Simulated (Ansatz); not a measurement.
Stepwise reaction of `NB(S)S` with hydrogen, as a gas-phase model of exchange steps in deposition or etching. ΔE in kJ/mol; ΔG adds harmonic PBE0-D4 terms to CCSD(T)/CBS, at 1 bar.

Calculated with Ansatz (gas phase, PBE0-D4/def2-TZVP geometries, no zero-point term in ΔE). CCSD(T)/CBS adds triple-zeta CCSD(T) − MP2 to the extrapolated MP2 energy (def2 sets, frozen cores). This one scheme is used for every species. DFT in def2-TZVPP. B3LYP here is the variant with VWN-RPA as its local correlation; programs differ in this. One conformer a species, not always the lowest.

| step | reaction | PBE-D4 | B3LYP-D4 | ωB97M-V | CCSD(T)/CBS | ΔG(400 K) |
| --- | --- | --- | --- | --- | --- | --- |
| 1 | `NB(S)S` + H₂ → `NBS` + H₂S | 36.3 | 29.3 | 28.6 | 31.1 | 28.4 |

Problem. Give the row of step 2, `NBS` + H₂ → `BN` + H₂S. (Estimate.)

Solution. The calculation gave: 
```csv
step,reaction,PBE-D4,B3LYP-D4,ωB97M-V,CCSD(T)/CBS,ΔG(400 K)
2,`NBS` + H₂ → `BN` + H₂S,53.1,44.3,44.0,45.4,42.0
```

Problem. By hand: ΔE of the 2 steps together at CCSD(T)/CBS.

Solution. (31.1) + (45.4) = 76.5 kJ/mol, or 38.2 kJ/mol a step.

In ΔE each step is higher than the one before. All are uphill at CCSD(T)/CBS. ΔG lies between 28.4 and 42.0 kJ/mol a step. PBE-D4 differs from CCSD(T)/CBS by 5.2 to 7.7 kJ/mol a step. Isolated molecules leave out the surface, adducts and barriers. Largest T1 diagnostic: 0.012.
